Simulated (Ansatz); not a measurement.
Consider the formal exchange of groups at the Se–C bond: `CC(C)(C)[Se][Si](C)(C)C` + `Cl[SiH](Cl)Cl` → `C[Si](C)(C)[Se][Si](Cl)(Cl)Cl` + `CC(C)C`.

Computed with Ansatz on PBE0-D4/def2-TZVP structures; ΔE is electronic, products minus reactants. CCSD(T)/CBS adds triple-zeta CCSD(T) − MP2 to the extrapolated MP2 energy (def2 sets, frozen cores). This one scheme is used for every species. DFT in def2-TZVPP. For Se outer-core shells are correlated without core-valence functions, which leaves a few kJ/mol of doubt a bond. Scalar relativity is left out up to krypton. Each species was taken in one conformer, which may not be the lowest.

```
                        species  LC-ωPBE energy (Eh)
      `CC(C)(C)[Se][Si](C)(C)C`          -2968.23384
                `Cl[SiH](Cl)Cl`          -1670.43482
`C[Si](C)(C)[Se][Si](Cl)(Cl)Cl`          -4480.29440
                       `CC(C)C`           -158.42117
```

Problem. Work out ΔE.

Solution. ΔE = (-4480.29440) + (-158.42117) − (-2968.23384) − (-1670.43482) = -0.04691 Eh = -1.28 eV. CCSD(T)/CBS gives -1.17 eV.

Largest T1 diagnostic among the species: 0.009.

From BLYP to BHLYP (50 % exact exchange), in def2-TZVPP and without D4, ΔE moves by −0.04 eV. In def2-TZVPP, CCSD(T) changes the Hartree–Fock value by +0.15 eV (the triples alone add +0.02 eV) and MP2 by +0.11 eV.
